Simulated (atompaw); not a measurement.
Ranking PAW (atompaw) potentials for O

All share these settings but for the change named:

oxygen (O), PAW, made with atompaw 4.2.0.5 (PBE, non-relativistic). Core [He], reference 2s1 2p5. Waves: 2s (bound): rc 0.80 bohr; 2s channel at 1.6 Ry: rc 0.80 bohr; 2p (bound): rc 1.80 bohr; 2p channel at 1.35 Ry: rc 1.80 bohr; 3d channel at 0.05 Ry: rc 1.80 bohr. Local part: troulliermartins scheme with l = 3 at 0.5 Ry, radius 1.80 bohr. Core correction: smooth core density matched at 1.40 bohr. Augmentation charge: sinc compensation charge, radius 1.45 bohr; PAW radius 1.80 bohr; waves and projectors: custom polynom vanderbiltortho.

Cutoff: the first of the cutoffs (Ry, on a coarse ladder) from which the occupation-weighted sum of valence levels, in a spherical-Bessel basis at the reference potential, stays within 10 and 1 mRy of its value at 400 Ry; the density cutoff is not measured.

The base gives 60 Ry.

Of 9 variants that were run, those that failed, showed a ghost or another fault, or gave nearly equal values are left out.

A variant can come out equal or close to the base.

(1) Rank these variants from softest to hardest (loose cutoff).
A. all radii scaled by about 0.75 (s 0.60, p 1.34, d 1.34 bohr); local potential troulliermartins scheme with l = 3 at 0.5 Ry, radius 1.34 bohr; augmentation sinc compensation charge, radius 1.08 bohr; PAW radius 1.34 bohr; waves and projectors: custom polynom vanderbiltortho; core correction smooth core density matched at 1.04 bohr
B. all radii scaled by about 1.18 (s 0.94, p 2.12, d 2.12 bohr); local potential troulliermartins scheme with l = 3 at 0.5 Ry, radius 2.12 bohr; augmentation sinc compensation charge, radius 1.72 bohr; PAW radius 2.12 bohr; waves and projectors: custom polynom vanderbiltortho; core correction smooth core density matched at 1.66 bohr
C. all radii scaled by about 1.25 (s 1.00, p 2.24, d 2.24 bohr); local potential troulliermartins scheme with l = 3 at 0.5 Ry, radius 2.24 bohr; augmentation sinc compensation charge, radius 1.80 bohr; PAW radius 2.24 bohr; waves and projectors: custom polynom vanderbiltortho; core correction smooth core density matched at 1.74 bohr
D. all radii scaled by about 1.29 (s 1.04, p 2.32, d 2.32 bohr); local potential troulliermartins scheme with l = 3 at 0.5 Ry, radius 2.32 bohr; augmentation sinc compensation charge, radius 1.88 bohr; PAW radius 2.32 bohr; waves and projectors: custom polynom vanderbiltortho; core correction smooth core density matched at 1.80 bohr
E. all radii scaled by about 0.95 (s 0.76, p 1.70, d 1.70 bohr); local potential troulliermartins scheme with l = 3 at 0.5 Ry, radius 1.70 bohr; augmentation sinc compensation charge, radius 1.36 bohr; PAW radius 1.70 bohr; waves and projectors: custom polynom vanderbiltortho; core correction smooth core density matched at 1.32 bohr

## Answers

(1) D (15 Ry), C (21 Ry), B (40 Ry), E (55 Ry), A (120 Ry).
